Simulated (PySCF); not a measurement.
## C₆ coefficients of unlike pairs at PBE0

Calculated with PySCF 2.14 from the dipole response of each species, C₆(A,B) = (3/π) ∫ α_A(iu) α_B(iu) du, in atomic units, from isotropic polarisabilities. For ions this is the dispersion term alone; charge-induced terms of lower order in 1/R come first.

```
species                configuration                                                                            basis     relativity  α (bohr³)  C₆ (like pair)
   Bi²⁺  [Xe] 4f14 5d10 6s2 6p1 (2P)                                                 aug-cc-pwCVTZ-DK3 (11s10p8d5f1g)  spin-free X2C      16.08           119.3
    Zn⁺           [Ar] 3d10 4s1 (2S)                                                        def2-QZVPPD (11s6p5d4f2g)           none      19.35           81.68
    S²⁺            [Ne] 3s2 3p2 (3P)  aug-cc-pV(T+d)Z with one added diffuse shell each of s, p, d, f type (7s6p5d3f)           none      7.326           26.56
    P³⁺                [Ne] 3s2 (1S)                                                   aug-cc-pV(5+d)Z (8s7p6d4f3g2h)           none      6.834           17.40
```

Task: Estimate C₆ for Zn⁺ with Bi²⁺.

Result: The integral gives 94.33. The combination rule 2 C_A C_B / (C_A α_B/α_A + C_B α_A/α_B) gives 92.17 and the geometric mean 98.71.

No spin-orbit coupling is included.

The other pairs:

```json
{"pair": "P³⁺, S²⁺", "C₆": "21.30"}
{"pair": "S²⁺, Bi²⁺", "C₆": "56.01"}
{"pair": "P³⁺, Zn⁺", "C₆": "36.90"}
{"pair": "S²⁺, Zn⁺", "C₆": "44.30"}
{"pair": "P³⁺, Bi²⁺", "C₆": "44.90"}
```
